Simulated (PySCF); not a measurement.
Computed shifts of a molecule C2H7NOSi2, PySCF with PBE0/pcSseg-1, GIAO, gas phase, atoms alike by connectivity averaged where their shifts nearly agree, in ppm (number of nuclei): ¹³C: 217.3 (1), 34.8 (1). ¹⁵N: 462.0 (1). ²⁹Si: 4.8 (1), -27.8 (1). ¹H: 5.77 (2), 5.27 (2), 2.84 (3). References: ¹³C against TMS (σ = 186.3 ppm); ¹⁵N against NH3 (σ = 267.4 ppm); ²⁹Si against TMS (σ = 352.7 ppm); ¹⁷O against H2O (σ = 334.2 ppm); ¹H against TMS (σ = 31.56 ppm), references at their B3LYP-D3(BJ)/def2-TZVP geometries, non-relativistic. Geometry: r2SCAN-D4/def2-SVP. One conformer was computed; it need not be the lowest.

Which molecule gave these data?
A) O[SiH2][Si@@H]1C=NC1
B) CC1=N[SiH2]O[SiH2]1
C) O[Si@H]1C=NC[SiH2]1
D) C#C[Si@H](O)[SiH2]N

B, CC1=N[SiH2]O[SiH2]1
